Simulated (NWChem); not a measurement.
**Correlation energy of silylphosphine (H₅PSi)**

```xyz
7

Si    -1.0750     0.0955     0.2241
P      1.1290    -0.0772    -0.3490
H     -1.8516    -0.8869    -0.6096
H     -1.5361     1.4869    -0.1148
H     -1.3593    -0.1700     1.6789
H      1.2981    -1.3190     0.3647
H      1.5638     0.7099     0.7785
```
Charge 0, spin multiplicity 1.

The numbers come from NWChem runs, not from measurements. The geometry was optimised at PBE/def2-SVP, a minimum by its harmonic frequencies.

Basis set: cc-pVDZ. Each correlation energy counts from its own Hartree-Fock reference.

The correlated methods keep 10 core orbitals frozen. No row is a measurement; the coupled-cluster row has its own basis-set and correlation limits.

Q: Order these methods by the correlation energy they give, lowest first: RI-MP2, SCS-MP2, CR-CCSD[T], CCSD, CCSD+T(CCSD).

A: CCSD+T(CCSD) (-289.1 mHa), CR-CCSD[T] (-287.6 mHa), CCSD (-281.5 mHa), SCS-MP2 (-246.2 mHa), RI-MP2 (-233.5 mHa)
